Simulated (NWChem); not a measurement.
System: C₂H₂Cl, doublet; SMILES ClC=[CH]

Program: NWChem. Spin-unrestricted. In the optimisation the excess spin sits in a' (Cs, its own frame). The geometry was optimised at PBE0/def2-SVP, spin-unrestricted. No stability test was run on the SCF state. Total energies compare along this basis series because the functional is fixed.

```tsv
level	basis functions	energy (Ha)	highest occupied level (eV)	lowest empty minus highest occupied level, either spin (eV)	dipole (D)	<S²>	relative time
PBE0/pcseg-1	56	-537.2186	-7.73	4.90	1.00	0.766	3
PBE0/aug-pcseg-1	91	-537.2224	-7.71	4.83	0.95	0.766	7
PBE0/pcseg-2	122	-537.3040	-7.68	4.89	0.91	0.766	20
PBE0/STO-3G	21	-531.3024	-5.83	5.85	1.63	0.775	1
PBE0/def2-SVP	56	-537.0508	-7.50	4.97	0.84	0.767	2
```

Relative times are rough (shared machine, one core).
